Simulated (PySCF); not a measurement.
**Two-component Hartree-Fock for I⁺ (iodine, charge +1)**

Start: [Kr] 4d10 5s2 5p3 6s1; 5p3/2 filled at m_j = -1/2, +1/2, +3/2; 6s1/2 filled at m_j = +1/2. Calculated with PySCF 2.14 in x2c-SVPall-2c with one added diffuse shell each of s, p type (7s9p4d, 54 functions): generalised Hartree-Fock with the X2C-1e Hamiltonian and a Gaussian nucleus; one run each with spin-orbit coupling (SO) switched off, then screened by Boettger's factors. This is a chosen level, not necessarily the ground level.

```json
{"spinor shell": "1s1/2", "electrons": "2", "ε, spin-free (eV)": "-33344.2", "ε, screened SO (eV)": "-33340.6", "weight of nominal j (screened SO)": "1.000", "rms radius, screened SO (bohr)": "0.0312"}
{"spinor shell": "2s1/2", "electrons": "2", "ε, spin-free (eV)": "-5263.4", "ε, screened SO (eV)": "-5262.3", "weight of nominal j (screened SO)": "1.000", "rms radius, screened SO (bohr)": "0.127"}
{"spinor shell": "2p1/2", "electrons": "2", "ε, spin-free (eV)": "-4720.0", "ε, screened SO (eV)": "-4928.0", "weight of nominal j (screened SO)": "1.000", "rms radius, screened SO (bohr)": "0.109"}
{"spinor shell": "3s1/2", "electrons": "2", "ε, spin-free (eV)": "-1117.0", "ε, screened SO (eV)": "-1116.7", "weight of nominal j (screened SO)": "1.000", "rms radius, screened SO (bohr)": "0.334"}
{"spinor shell": "3p1/2", "electrons": "2", "ε, spin-free (eV)": "-936.47", "ε, screened SO (eV)": "-976.64", "weight of nominal j (screened SO)": "1.000", "rms radius, screened SO (bohr)": "0.327"}
{"spinor shell": "3p3/2", "electrons": "4", "ε, spin-free (eV)": "-936.47", "ε, screened SO (eV)": "-918.06", "weight of nominal j (screened SO)": "1.000", "rms radius, screened SO (bohr)": "0.338"}
{"spinor shell": "3d3/2", "electrons": "4", "ε, spin-free (eV)": "-666.26", "ε, screened SO (eV)": "-673.20", "weight of nominal j (screened SO)": "1.000", "rms radius, screened SO (bohr)": "0.311"}
{"spinor shell": "3d5/2", "electrons": "6", "ε, spin-free (eV)": "-666.26", "ε, screened SO (eV)": "-661.24", "weight of nominal j (screened SO)": "1.000", "rms radius, screened SO (bohr)": "0.314"}
{"spinor shell": "4s1/2", "electrons": "2", "ε, spin-free (eV)": "-225.70", "ε, screened SO (eV)": "-225.56", "weight of nominal j (screened SO)": "1.000", "rms radius, screened SO (bohr)": "0.788"}
{"spinor shell": "4p1/2", "electrons": "2", "ε, spin-free (eV)": "-166.42", "ε, screened SO (eV)": "-174.23", "weight of nominal j (screened SO)": "0.999", "rms radius, screened SO (bohr)": "0.828"}
{"spinor shell": "4p3/2", "electrons": "4", "ε, spin-free (eV)": "-166.42", "ε, screened SO (eV)": "-162.73", "weight of nominal j (screened SO)": "0.999", "rms radius, screened SO (bohr)": "0.853"}
{"spinor shell": "4d3/2", "electrons": "4", "ε, spin-free (eV)": "-77.084", "ε, screened SO (eV)": "-78.095", "weight of nominal j (screened SO)": "0.972", "rms radius, screened SO (bohr)": "0.994"}
{"spinor shell": "4d5/2", "electrons": "6", "ε, spin-free (eV)": "-77.084", "ε, screened SO (eV)": "-76.250", "weight of nominal j (screened SO)": "0.981", "rms radius, screened SO (bohr)": "0.996"}
{"spinor shell": "5s1/2", "electrons": "2", "ε, spin-free (eV)": "-35.486", "ε, screened SO (eV)": "-35.451", "weight of nominal j (screened SO)": "1.000", "rms radius, screened SO (bohr)": "2.03"}
{"spinor shell": "5p3/2", "electrons": "3", "ε, spin-free (eV)": "-24.486", "ε, screened SO (eV)": "-24.492", "weight of nominal j (screened SO)": "0.567", "rms radius, screened SO (bohr)": "2.39"}
{"spinor shell": "6s1/2", "electrons": "1", "ε, spin-free (eV)": "-8.646", "ε, screened SO (eV)": "-8.628", "weight of nominal j (screened SO)": "1.000", "rms radius, screened SO (bohr)": "5.07"}
```

Where does 2p3/2 lie, and what is the 2p spin-orbit splitting (screened SO)?

At -4626.0 eV, 301.96 eV above 2p1/2.

| quantity | spin-free | screened SO |
| --- | --- | --- |
| E (hartree) | -7110.23639 | -7112.33222 |
| M_J | 2 | 2 |
| ⟨J²⟩ | 6.001 | 6.005 |
| ⟨L²⟩ | 0.000 | 0.133 |
| ⟨S²⟩ | 6.001 | 5.810 |

Each row is a mean over spinors that exchange with the open shell spreads, by up to 7.927 eV (5s1/2).

Rows whose weight is well below 1 are mixtures of j = l ± 1/2: exchange outweighs spin-orbit coupling there, and the label is only the starting occupation.

Breit and QED terms are absent; they matter most for the inner s and p1/2 levels.

Densities and radii are taken from the X2C orbitals without a picture-change correction, which distorts them close to the nucleus.

Without spin-orbit coupling the j labels of p, d and f shells carry no meaning; the spin-free column gives the mean over the occupied spinors of each nl shell.
